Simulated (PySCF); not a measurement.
Compound: C₄H₆BF.
SMILES: `C=C/C=C\BF`

Torsions of this conformer, `[CH2:1]=[CH:2]/[CH:3]=[CH:4]\[BH:5][F:6]`: C1–C2–C3–C4 180°, C3–C4–B5–F6 180°.

The closed-shell ground state was solved at several levels (PySCF, density fitting, gas phase, non-relativistic). One conformer (not necessarily the lowest) at the GFN2-xTB geometry, without solvent, vibrations or thermal averaging.

```csv
level,basis functions,HOMO (eV),LUMO (eV),gap (eV),dipole (D)
PBE0/def2-SVPD,171,-7.34,-2.10,5.24,2.42
PBE0/pcSseg-1,132,-7.31,-2.07,5.24,2.36
```

Task: What might B3LYP/pcJ-1 (222 basis functions) give for the same quantities?

Result: HOMO -7.07 eV, LUMO -2.23 eV, gap 4.84 eV, dipole 2.37 D.

Task: How far do the dipole and the HOMO energy spread over the levels?

Result: The dipole runs from 2.36 to 2.42 D (mean 2.38 D) and the HOMO from -7.34 to -7.07 eV.
